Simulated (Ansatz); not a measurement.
`C[CH2][Al]([F])[SiH3]` + ethylene → `C=[CH][Al]([F])[SiH3]` + ethane  (formal exchange of groups at the Al–C bond)

Isolated molecules relaxed with PBE0-D4/def2-TZVP in Ansatz; ΔE leaves out vibrations. CCSD(T)/CBS adds triple-zeta CCSD(T) − MP2 to the extrapolated MP2 energy (def2 sets, frozen cores). This one scheme is used for every species. DFT in def2-TZVPP. Each species was taken in one conformer, which may not be the lowest.

(1) Is it downhill or uphill in electronic energy at CCSD(T)/CBS, and by how much? (Estimate.)

(2) What do these levels give: PBE-D4, r2SCAN-D4, ωB97M-V, B2PLYP, PBE, r2SCAN, HF/def2-TZVPP, SCS-MP2/def2-TZVPP, HF/def2-QZVPP, SCS-MP2/def2-QZVPP, HF/CBS(def2), MP2/CBS(def2)? (Estimate.)

Largest T1 diagnostic among the species: 0.013.

Results:

(1) Ansatz gave: Downhill: ΔE = -22.7 kJ/mol.

(2) Computed: PBE-D4 -21.2, r2SCAN-D4 -23.7, ωB97M-V -22.0, B2PLYP -24.9, PBE -21.5, r2SCAN -23.9, HF/def2-TZVPP -29.4, SCS-MP2/def2-TZVPP -25.9, HF/def2-QZVPP -29.1, SCS-MP2/def2-QZVPP -25.0, HF/CBS(def2) -29.1, MP2/CBS(def2) -23.8 kJ/mol.

In def2-TZVPP, CCSD(T) changes the Hartree–Fock value by +5.2 kJ/mol (the triples alone add −0.0 kJ/mol) and MP2 by +4.1 kJ/mol.
